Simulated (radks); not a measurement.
Excited configurations of N3+: one electron is placed in a higher orbital outside [He] 2s1. The ground configuration is [He] 2s2. All-electron calculation, scalar-relativistic Kohn-Sham, PBE, spin-polarised, spherical densities, point nucleus; open shells are filled with parallel spins first. Program: a radial shooting solver on a logarithmic mesh with Libxc functionals. Excitation = E - E(ground); binding = E(ion) - E, where the ion is the core of charge +4; n* = 4/sqrt(2 binding) in atomic units, and the quantum defect is n - n*.

[
 {"outer orbital": "4s", "excitation (eV)": "59.736", "binding (eV)": "16.757", "n*": "3.604", "quantum defect": "0.396", "eigenvalue (eV)": "-14.987"},
 {"outer orbital": "4f", "excitation (eV)": "62.554", "binding (eV)": "13.939", "n*": "3.952", "quantum defect": "0.048", "eigenvalue (eV)": "-11.943"},
 {"outer orbital": "5s", "excitation (eV)": "66.012", "binding (eV)": "10.481", "n*": "4.557", "quantum defect": "0.443", "eigenvalue (eV)": "-9.451"},
 {"outer orbital": "5p", "excitation (eV)": "66.551", "binding (eV)": "9.942", "n*": "4.679", "quantum defect": "0.321", "eigenvalue (eV)": "-8.934"},
 {"outer orbital": "6s", "excitation (eV)": "69.320", "binding (eV)": "7.173", "n*": "5.509", "quantum defect": "0.491", "eigenvalue (eV)": "-6.504"},
 {"outer orbital": "6d", "excitation (eV)": "69.824", "binding (eV)": "6.669", "n*": "5.713", "quantum defect": "0.287", "eigenvalue (eV)": "-6.008"}
]

The Delta-SCF ionisation energy is 76.493 eV (NIST Atomic Spectra Database: 77.474 eV, measured). Self-interaction in the functional shifts the binding energies and quantum defects, so they are the method's values and not measured ones.
